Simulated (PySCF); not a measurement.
Positional isomers: propene methyl+boryl. Gas-phase values, no solvent. One relaxed conformer stands for each flexible species; it need not be the lowest. Strings in code marks are SMILES.

These are PBE-D3(BJ)/def2-TZVP // M06-2X/def2-TZVP (PySCF) values and carry that method's errors. All candidates: neutral, multiplicity 1. Excitations are Tamm–Dancoff values on a coarser integration grid. The basis has no diffuse functions, so Rydberg states are missing or too high.

```json
{
 "T1 excitation (TDA)": "3.33 eV",
 "LUMO": "-2.69 eV",
 "HOMO": "-6.62 eV"
}
```

Problem. Name which member has these values.
A. `B/C(C)=C\C`
B. `BCC(=C)C`
C. `B/C=C\CC`
D. `BC=C(C)C`

Solution. D, `BC=C(C)C`. The others give `BCC(=C)C`: 3.36 eV, -2.40 eV, -5.85 eV; `B/C=C\CC`: 3.38 eV, -2.87 eV, -6.89 eV; `B/C(C)=C\C`: 3.05 eV, -2.78 eV, -6.41 eV
